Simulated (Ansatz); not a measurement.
The same path of Cl2GaH3OS (8 atoms, charge 0, multiplicity 1) was run twice with different band settings. Lost on the way: S6–H8. Made: O2–H8.

Level of theory: RKS B3LYP-D4/def2-SVP (Ansatz 0.2.0).

Relaxed end points:

```xyz
8
Properties=species:S:1:pos:R:3
Ga -0.034 0.144 0.251
O -0.250 -0.381 1.962
H -0.908 -1.080 2.077
Cl 1.878 -0.270 -0.695
Cl -1.777 0.267 -1.027
S 0.439 2.551 1.057
H 1.779 2.387 0.948
H 0.393 2.035 2.312
```

```xyz
8
Properties=species:S:1:pos:R:3
Ga 0.228 0.656 0.076
O -0.108 -0.140 2.011
H -0.993 -0.544 2.019
Cl 1.916 -0.491 -0.637
Cl -1.758 0.094 -0.633
S 0.514 2.781 0.706
H 1.862 2.666 0.740
H -0.141 0.632 2.603
```

Common settings: movable images 5; climbing image yes; spring 5.0 eV/Å²; optimiser quadratic models (default); start path through a guess of the saddle point; iteration limit 60; end points relaxed.

| run | force threshold |
| --- | --- |
| 1 | 0.03 eV/Å |
| 2 | 0.5 eV/Å |

(1) What does each run give, and how far can it be trusted?

Results:

(1) Run 1: converged after 9 iterations, highest image 0.210 eV above the first end. A vibrational analysis at the climbing image gives one clearly imaginary mode, 759i cm⁻¹: a first-order saddle point.
Run 2: converged after 6 iterations, highest image 0.212 eV above the first end. The threshold of 0.5 eV/Å is loose, so the images may lie well off the minimum-energy path. Another band between the same ends (5 images) ends at a top of the same energy, where a vibrational analysis finds 1 clearly imaginary mode.
The orbitals stay closed-shell, which can raise the energy where a bond breaks towards radicals; this wasn't checked here.
